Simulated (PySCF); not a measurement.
Geometry (Å), atoms numbered from 1 in this order:
```xyz
26

B    -1.6785    0.0826    1.3385
N    -1.3536   -0.1775   -0.2506
C    -2.3845   -1.0916   -0.7712
C    -1.4323    1.0973   -0.9793
C    -0.0306   -0.8391   -0.4298
C     1.1968   -0.0223   -0.0091
C     2.1652   -0.9071    0.7700
C     1.8998    0.6352   -1.1936
H    -2.8266    0.5117    1.3654
H    -1.5617   -1.0103    1.8827
H    -0.8764    0.9082    1.7535
H    -3.3710   -0.6380   -0.6202
H    -2.2177   -1.2911   -1.8425
H    -2.3432   -2.0308   -0.2066
H    -1.2418    0.9453   -2.0542
H    -2.4344    1.5183   -0.8336
H    -0.7029    1.8015   -0.5649
H     0.0563   -1.1401   -1.4903
H    -0.0947   -1.7570    0.1700
H     0.8423    0.7569    0.6843
H     1.6900   -1.3044    1.6794
H     3.0587   -0.3407    1.0734
H     2.5059   -1.7611    0.1602
H     1.2308    1.2869   -1.7747
H     2.7457    1.2517   -0.8530
H     2.3025   -0.1261   -1.8828
```

Geometry: PBE0-D3(BJ)/def2-SVP; GIAO shifts from PySCF, gas phase, non-relativistic, averaged over equivalent atoms.

At HF/pcSseg-1 (226 basis functions, 19 s wall time on 1 thread of an Arm Neoverse V2, shared host):
| atoms | δ (ppm) |
| --- | --- |
| B1 | -9.1 |
| N2 | 38.9 |
| C5 | 64.6 |
| C3/C4 | 47.6 |
| C7/C8 | 23.6 |
| C6 | 20.0 |
| H20 | 2.18 |
| H12/H13/H14/H15/H16/H17 | 2.17 |
| H18/H19 | 1.74 |
| H9/H10/H11 | 1.71 |
| H21/H22/H23/H24/H25/H26 | 0.97 |

δ = σ(ref) − σ, references computed at the same level: $^{11}$B (115.29 ppm) against BF3·OEt2; $^{15}$N (265.72 ppm) vs NH3; TMS for $^{13}$C (190.85 ppm) and $^{1}$H (31.69 ppm).

Predict the values at PBE0/pcSseg-1 on the same geometry.

## Answers


```json
{"atoms": "B1", "δ at PBE0/pcSseg-1": "-14.4", "change": "-5.3"}
{"atoms": "N2", "δ at PBE0/pcSseg-1": "63.6", "change": "+24.7"}
{"atoms": "C5", "δ at PBE0/pcSseg-1": "73.4", "change": "+8.8"}
{"atoms": "C3/C4", "δ at PBE0/pcSseg-1": "52.9", "change": "+5.3"}
{"atoms": "C7/C8", "δ at PBE0/pcSseg-1": "25.0", "change": "+1.4"}
{"atoms": "C6", "δ at PBE0/pcSseg-1": "25.1", "change": "+5.1"}
{"atoms": "H20", "δ at PBE0/pcSseg-1": "2.57", "change": "+0.39"}
{"atoms": "H12/H13/H14/H15/H16/H17", "δ at PBE0/pcSseg-1": "2.34", "change": "+0.17"}
{"atoms": "H18/H19", "δ at PBE0/pcSseg-1": "2.04", "change": "+0.30"}
{"atoms": "H9/H10/H11", "δ at PBE0/pcSseg-1": "2.03", "change": "+0.32"}
{"atoms": "H21/H22/H23/H24/H25/H26", "δ at PBE0/pcSseg-1": "0.98", "change": "+0.01"}
```

References, each an isolated molecule treated in the same way: $^{11}$B (100.73 ppm) vs BF3·OEt2; $^{15}$N (265.67 ppm) vs NH3; TMS for $^{13}$C (184.41 ppm), $^{1}$H (31.27 ppm).

The largest change is at N2 (donor nitrogen of a Lewis adduct). Cost: 226 basis functions, 40 s wall time on 1 thread of an Arm Neoverse V2, shared host. The order of the carbon signals changes between the two levels.

Experimental scales use liquid or dissolved standards, which lie at an offset from isolated NH3 (liquid NH3: subtract about 20 ppm).
